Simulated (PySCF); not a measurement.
Computed spectra and the visible range. Vertical TDDFT excitations of isolated species (PySCF; the level stands beside each; core orbitals frozen in the response), one conformer each, no solvent.

1. `[SiH3]O[C@@H]1CCS1`
2. `O=C1CO[C@@H](CS)[SiH2]1`
3. `N#Cc1ccc(C=O)pc1`
4. `[SiH3]OCC(=S)C`
5. `c1(cpcnc1C=O)C#C`
6. `FC1=CC=CC=N1`
7. `O=C1CS[C@@H](O[SiH3])C1`

**Question.** For which of them does the calculation put a singlet between 380 and 750 nm?

**Answer.** 2, 4 and 5.

1. (B3LYP/def2-SVPD on a GFN2-xTB geometry) 277 nm (f 0.001); 220 nm (f 0.024); 207 nm (f 0.004); 206 nm (f 0.008); 202 nm (f 0.041).
2. (CAM-B3LYP/def2-SVPD on a GFN2-xTB geometry) 389 nm (f 0.000); 224 nm (f 0.001); 217 nm (f 0.009); 214 nm (f 0.003); 206 nm (f 0.044). S1 lies in the visible range (380 to 750 nm), at 389 nm, dark in the vertical dipole picture (f under 0.0005); light of that wavelength is violet, and its complementary colour is yellow-green; a Tamm–Dancoff triplet lies at 479 nm, without intensity as long as spin–orbit coupling is left out.
3. (CAM-B3LYP/def2-SVPD on a GFN2-xTB geometry) 362 nm (f 0.001); 294 nm (f 0.082); 277 nm (f 0.007); 270 nm (f 0.098); 241 nm (f 0.004). No computed singlet lies in the visible range (380 to 750 nm); the lowest, at 362 nm, stands 0.16 eV above its violet end (3.26 eV); a Tamm–Dancoff triplet lies at 452 nm, without intensity as long as spin–orbit coupling is left out.
4. (CAM-B3LYP/def2-SVPD on a GFN2-xTB geometry) 475 nm (f 0.000); 231 nm (f 0.199); 205 nm (f 0.047); 194 nm (f 0.001); 188 nm (f 0.078). S1 lies in the visible range (380 to 750 nm), at 475 nm, dark in the vertical dipole picture (f under 0.0005); light of that wavelength is blue, and its complementary colour is yellow; a Tamm–Dancoff triplet lies at 568 nm, without intensity as long as spin–orbit coupling is left out.
5. (PBE0/def2-SVPD on a GFN2-xTB geometry) 443 nm (f 0.000); 370 nm (f 0.003); 324 nm (f 0.001); 317 nm (f 0.059); 284 nm (f 0.001). S1 lies in the visible range (380 to 750 nm), at 443 nm, dark in the vertical dipole picture (f under 0.0005); light of that wavelength is blue, and its complementary colour is yellow; a Tamm–Dancoff triplet lies at 513 nm, without intensity as long as spin–orbit coupling is left out.
6. (PBE0/def2-SVPD on a GFN2-xTB geometry) 234 nm (f 0.004); 223 nm (f 0.059); 214 nm (f 0.000); 192 nm (f 0.039); 168 nm (f 0.003).
7. (wB97X-D/def2-SVPD on a GFN2-xTB geometry) 281 nm (f 0.000); 230 nm (f 0.001); 220 nm (f 0.002); 186 nm (f 0.058); 178 nm (f 0.005).
